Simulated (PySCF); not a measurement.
PySCF job for (E)-2-chloro-1,3,3-trifluoroprop-1-ene (C3H2ClF3), SMILES F/C=C(/Cl)C(F)F, PBE-D3(BJ)/def2-SVP. Geometry optimised at PBE-D3(BJ)/def2-SVP. Other conformers were not sampled.

```python
import numpy as np
from pyscf import gto, scf, dft, df
from pyscf.hessian import thermo

mol = gto.M(
    atom='''
    F     0.87843876   -2.12715281    0.40742386
    C     1.23375665   -0.84602211    0.33921622
    C     0.39806854    0.14292574   -0.04134983
    Cl    0.99100243    1.77834575   -0.06581357
    C    -1.05337891    0.01539863   -0.44216264
    F    -1.39247426   -1.28579844   -0.64552975
    F    -1.85793132    0.51942192    0.54289529
    H     2.28401361   -0.65649824    0.61695566
    H    -1.25403121    0.59257089   -1.37545187
    ''',
    basis='def2-SVP',
    charge=0,
    spin=0,
    max_memory=1600,
    verbose=3,
)
mf = dft.RKS(mol, xc='pbe').density_fit(auxbasis='def2-universal-jkfit')
mf.disp = 'd3bj'
mf.grids.level = 3
mf.conv_tol = 1e-11
mf.max_cycle = 100
mf.kernel()

# analytic Hessian; the response equations are solved on a coarser grid
h, args, fine = mf.Hessian(), (mf.mo_energy, mf.mo_coeff, mf.mo_occ), mf.grids
h.max_memory = max(150, 2.5e-5 * df.make_auxmol(mol, mf.with_df.auxbasis).nao * mol.nelec[0] * (mol.nelec[0] + mol.nao))  # MB; small integral blocks
h1ao = h.make_h1(mf.mo_coeff, mf.mo_occ)
mf.grids = dft.Grids(mol).set(level=1).build(with_non0tab=True)
mo1, mo_e1 = h.solve_mo1(*args, h1ao)
mf.grids = fine
hess = h.hess_elec(*args, mo1, mo_e1, h1ao) + h.hess_nuc()
if mf.do_disp():
    hess += h.get_dispersion()
for i in range(mol.natm):  # the analytic DFT Hessian lacks the response of the grid: restore translational invariance
    hess[i, i] -= hess[i].sum(axis=0)
hess = (hess + hess.transpose(1, 0, 3, 2)) / 2
vib = thermo.harmonic_analysis(mol, hess, imaginary_freq=False)
thermo.dump_normal_mode(mol, vib)
th = thermo.thermo(mf, vib['freq_au'][vib['freq_au'] > 0], 298.15, 101325)
thermo.dump_thermo(mol, th)
g0 = mf.nuc_grad_method().set(verbose=0).kernel()

# dipole derivatives [dipole axis, atom, xyz] from the same response
r, irp = mol.intor('int1e_r'), mol.intor('int1e_irp').reshape(3, 3, mol.nao, mol.nao)
sl, dm0, ok = mol.aoslice_by_atom(), np.array(mf.make_rdm1()), []
dmu = np.einsum('a,xt->xat', mol.atom_charges(), np.eye(3))
for a, (_, _, p0, p1) in enumerate(sl):
    dmu[:, a] += 2 * np.einsum('xtij,ij->xt', irp[:, :, :, p0:p1], dm0.reshape(-1, mol.nao, mol.nao).sum(0)[:, p0:p1])
    for u, c, occ, f in [(mo1, mf.mo_coeff, mf.mo_occ, 4)]:
        dmu[:, a] -= f * np.einsum('tui,xuv,vi->xt', u[a], r, c[:, occ > 0], optimize=True)
L = vib['norm_mode']
ir = 974.8801 * (np.einsum('xat,kat->kx', dmu, L) ** 2).sum(1)       # km/mol
apt = np.einsum('xax->a', dmu) / 3
print('mode   freq/cm-1   IR/(km/mol)')
for k, w in enumerate(vib['freq_wavenumber']):
    print(f'{k + 1:4d} {w:11.2f} {ir[k]:13.3f}')
print('max |gradient| / (hartree/bohr):', abs(g0).max())
print('APT charges:', apt.round(4))
```

Output:

```
converged SCF energy = -874.144941483331

WARN: DFTD3 does not support analytical Hessian, using finite difference


WARN: Mole.unit (angstrom) is changed to Bohr

Mode                                 0                   1                   2
Irrep
Freq [cm^-1]                       33.8215            186.2422            199.7491
Reduced mass [au]                  13.2157             16.5283             13.8216
Force const [Dyne/A]                0.0089              0.3378              0.3249
Char temp [K]                      48.6617            267.9611            287.3945
Normal mode                   x     y     z       x     y     z       x     y     z
       0   F                 0.05 -0.02 -0.07    0.08 -0.03  0.06   -0.13  0.01 -0.01
       1   C                 0.02 -0.01 -0.03    0.03 -0.01  0.03   -0.01 -0.02  0.00
       2   C                -0.00 -0.02  0.01    0.02 -0.05 -0.04    0.05  0.01 -0.07
       3  Cl                -0.02 -0.01  0.04   -0.07 -0.02  0.01   -0.05  0.04  0.01
       4   C                 0.01 -0.02 -0.02    0.01  0.01 -0.03    0.05 -0.03 -0.03
       5   F                -0.02 -0.04  0.12   -0.09  0.05 -0.07    0.05 -0.04  0.03
       6   F                -0.00  0.11 -0.10    0.10  0.05  0.02    0.12 -0.00  0.01
       7   H                 0.01  0.01 -0.02    0.01  0.04  0.07   -0.02 -0.09  0.07
       8   H                 0.04 -0.12 -0.09    0.02  0.06 -0.00   -0.01 -0.06 -0.04
Mode                                 3                   4                   5
Irrep
Freq [cm^-1]                      268.8802            294.2593            379.6945
Reduced mass [au]                   7.1651              3.9873              9.0808
Force const [Dyne/A]                0.3052              0.2034              0.7713
Char temp [K]                     386.8588            423.3737            546.2959
Normal mode                   x     y     z       x     y     z       x     y     z
       0   F                 0.00  0.05  0.09    0.03  0.03 -0.06   -0.04  0.05 -0.02
       1   C                 0.01  0.03 -0.14   -0.07  0.07  0.12    0.10  0.01  0.01
       2   C                -0.02  0.01 -0.13   -0.04  0.02 -0.07    0.06 -0.00  0.08
       3  Cl                 0.04 -0.00  0.06    0.05 -0.00  0.01    0.02  0.04 -0.00
       4   C                -0.05 -0.02 -0.04   -0.04 -0.03 -0.06    0.04 -0.07  0.02
       5   F                -0.03 -0.03  0.01   -0.06 -0.04  0.02   -0.14 -0.03 -0.01
       6   F                 0.00 -0.02 -0.01    0.04 -0.03  0.02    0.00 -0.05 -0.04
       7   H                 0.03  0.06 -0.24   -0.15  0.14  0.36    0.13 -0.08 -0.05
       8   H                -0.12 -0.04 -0.04   -0.13 -0.05 -0.05    0.15 -0.06  0.00
Mode                                 6                   7                   8
Irrep
Freq [cm^-1]                      450.2754            524.3867            620.6660
Reduced mass [au]                  16.7609             10.9582              8.2263
Force const [Dyne/A]                2.0022              1.7754              1.8671
Char temp [K]                     647.8461            754.4757            893.0002
Normal mode                   x     y     z       x     y     z       x     y     z
       0   F                 0.03 -0.13  0.03    0.01 -0.02  0.01    0.02 -0.01  0.01
       1   C                -0.04 -0.08  0.00   -0.05 -0.00 -0.03   -0.08  0.01 -0.05
       2   C                 0.03 -0.00 -0.05   -0.08  0.02  0.10   -0.09  0.05  0.12
       3  Cl                 0.02  0.11 -0.00    0.02  0.04 -0.00   -0.00 -0.01 -0.00
       4   C                -0.01  0.02 -0.02   -0.04 -0.06  0.02    0.03  0.03 -0.07
       5   F                -0.03  0.01  0.03    0.01 -0.11 -0.09   -0.01  0.05  0.05
       6   F                -0.02 -0.04 -0.01    0.05  0.09  0.03    0.09 -0.08 -0.04
       7   H                -0.06 -0.08  0.06   -0.02  0.02 -0.14   -0.06  0.06 -0.18
       8   H                -0.04  0.01 -0.02   -0.04 -0.10  0.00    0.08  0.01 -0.10
Mode                                 9                  10                  11
Irrep
Freq [cm^-1]                      840.6233            891.1156            994.4186
Reduced mass [au]                   1.4952              4.6994              6.9165
Force const [Dyne/A]                0.6225              2.1987              4.0297
Char temp [K]                    1209.4698           1282.1169           1430.7470
Normal mode                   x     y     z       x     y     z       x     y     z
       0   F                -0.01  0.00  0.02    0.02 -0.00  0.01    0.00 -0.05  0.01
       1   C                 0.06 -0.02 -0.14   -0.12  0.02 -0.06    0.01  0.03  0.00
       2   C                -0.01 -0.00  0.06    0.03  0.08 -0.06    0.12  0.20  0.03
       3  Cl                 0.00  0.00 -0.00   -0.01 -0.02  0.00   -0.01 -0.04 -0.00
       4   C                -0.02  0.00 -0.02    0.13 -0.05  0.13   -0.01  0.04 -0.07
       5   F                 0.00  0.00  0.00   -0.03 -0.01 -0.02   -0.02 -0.05 -0.01
       6   F                -0.00  0.00  0.01   -0.01  0.01 -0.02   -0.02  0.01  0.03
       7   H                -0.20  0.09  0.77   -0.19  0.10  0.13    0.05 -0.17 -0.02
       8   H                -0.05 -0.00 -0.02    0.25 -0.03  0.13   -0.18 -0.05 -0.09
Mode                                12                  13                  14
Irrep
Freq [cm^-1]                     1083.6151           1114.7697           1204.1829
Reduced mass [au]                   6.5943              5.8674              2.6533
Force const [Dyne/A]                4.5622              4.2960              2.2668
Char temp [K]                    1559.0809           1603.9054           1732.5510
Normal mode                   x     y     z       x     y     z       x     y     z
       0   F                 0.00  0.01 -0.00   -0.01 -0.06  0.00    0.05  0.11  0.00
       1   C                -0.02 -0.01 -0.01    0.04  0.07  0.00   -0.09 -0.13 -0.01
       2   C                -0.02 -0.03  0.01   -0.01  0.05 -0.01    0.06 -0.01  0.03
       3  Cl                 0.00  0.01  0.00    0.00 -0.00  0.00   -0.00  0.00 -0.00
       4   C                 0.12 -0.09 -0.16   -0.06 -0.18  0.03   -0.03 -0.04  0.00
       5   F                 0.00  0.03  0.01    0.03  0.11 -0.00    0.01  0.04 -0.00
       6   F                -0.07  0.03  0.10    0.01  0.00 -0.02    0.00  0.00 -0.01
       7   H                -0.02  0.04 -0.05    0.05 -0.00  0.01   -0.04 -0.48  0.04
       8   H                 0.20 -0.10 -0.18   -0.15 -0.28 -0.01   -0.25 -0.17 -0.02
Mode                                15                  16                  17
Irrep
Freq [cm^-1]                     1292.0285           1332.9378           1367.0908
Reduced mass [au]                   1.2146              1.1863              1.9570
Force const [Dyne/A]                1.1946              1.2418              2.1549
Char temp [K]                    1858.9414           1917.8007           1966.9392
Normal mode                   x     y     z       x     y     z       x     y     z
       0   F                -0.01  0.01 -0.01    0.00  0.00 -0.00   -0.00 -0.02  0.00
       1   C                -0.02 -0.06  0.01    0.00 -0.01  0.00    0.04  0.05  0.00
       2   C                 0.08 -0.03  0.04    0.01 -0.00 -0.02   -0.11 -0.02 -0.02
       3  Cl                -0.00  0.00 -0.00   -0.00 -0.00  0.00    0.00  0.00  0.00
       4   C                 0.03  0.02  0.01   -0.06  0.08  0.05    0.14  0.07  0.03
       5   F                -0.01  0.01 -0.01    0.00  0.00 -0.02   -0.02 -0.01 -0.01
       6   F                -0.01 -0.00 -0.01    0.00 -0.01  0.02   -0.01 -0.00 -0.00
       7   H                -0.11  0.70 -0.15   -0.00  0.01  0.02    0.09 -0.32  0.06
       8   H                -0.46 -0.26 -0.05    0.43 -0.63 -0.50   -0.49 -0.33 -0.06
Mode                                18                  19                  20
Irrep
Freq [cm^-1]                     1687.6664           2967.0951           3125.6250
Reduced mass [au]                   8.3796              1.0868              1.0945
Force const [Dyne/A]               14.0619              5.6375              6.3000
Char temp [K]                    2428.1762           4268.9893           4497.0785
Normal mode                   x     y     z       x     y     z       x     y     z
       0   F                -0.00 -0.03  0.00    0.00 -0.00 -0.00    0.00 -0.00  0.00
       1   C                -0.09  0.17 -0.05    0.00  0.00  0.00   -0.08 -0.01 -0.02
       2   C                 0.13 -0.14  0.06   -0.00 -0.00 -0.00    0.00 -0.01  0.00
       3  Cl                 0.00  0.00 -0.00    0.00  0.00 -0.00    0.00  0.00 -0.00
       4   C                -0.02  0.01 -0.01    0.02 -0.04  0.07    0.00 -0.00  0.00
       5   F                 0.00 -0.00  0.00   -0.00 -0.00 -0.00    0.00  0.00 -0.00
       6   F                -0.00  0.00  0.00   -0.00  0.00  0.00   -0.00  0.00  0.00
       7   H                -0.08 -0.16 -0.01   -0.01 -0.00 -0.00    0.91  0.15  0.24
       8   H                -0.08 -0.03 -0.02   -0.18  0.49 -0.80   -0.00  0.00 -0.01
temperature 298.1500 [K]
pressure 101325.00 [Pa]
Rotational constants [GHz] 2.49455 1.81877 1.15335
Symmetry number 1
Zero-point energy (ZPE) 0.04752 [Eh]   124765.387 [J/mol]
                           tot       elec      trans        rot        vib
Entropy [J/mol/K]       358.053      0.000    169.500    119.282     69.271
Cv [J/mol/K]             95.410      0.000     12.472     12.472     70.467
Cp [J/mol/K]            103.725      0.000     20.786     12.472     70.467
Internal energy [J/mol]                      3718.434   3718.434 135554.472
Internal energy [Eh]   -874.09048  -874.14494
Enthalpy [J/mol]                             6197.391   3718.434 135554.472
Enthalpy [Eh]          -874.08953
Gibbs free energy [J/mol]                  -44338.893 -31845.558 114901.207
Gibbs free energy [Eh] -874.13020
mode   freq/cm-1   IR/(km/mol)
   1       33.82         0.728
   2      186.24         0.077
   3      199.75         0.018
   4      268.88         3.158
   5      294.26         4.372
   6      379.69        10.058
   7      450.28         0.296
   8      524.39         5.450
   9      620.67        13.431
  10      840.62         6.343
  11      891.12        38.545
  12      994.42       102.511
  13     1083.62       197.828
  14     1114.77        30.823
  15     1204.18       139.868
  16     1292.03         2.906
  17     1332.94        24.042
  18     1367.09        70.793
  19     1687.67        59.243
  20     2967.10        36.816
  21     3125.63         3.823
max |gradient| / (hartree/bohr): 0.00018667407720695408
APT charges: [-0.4694  0.4949  0.0307 -0.2265  1.151  -0.4782 -0.5083  0.0609 -0.055 ]
```

The calculation finished and met its thresholds.
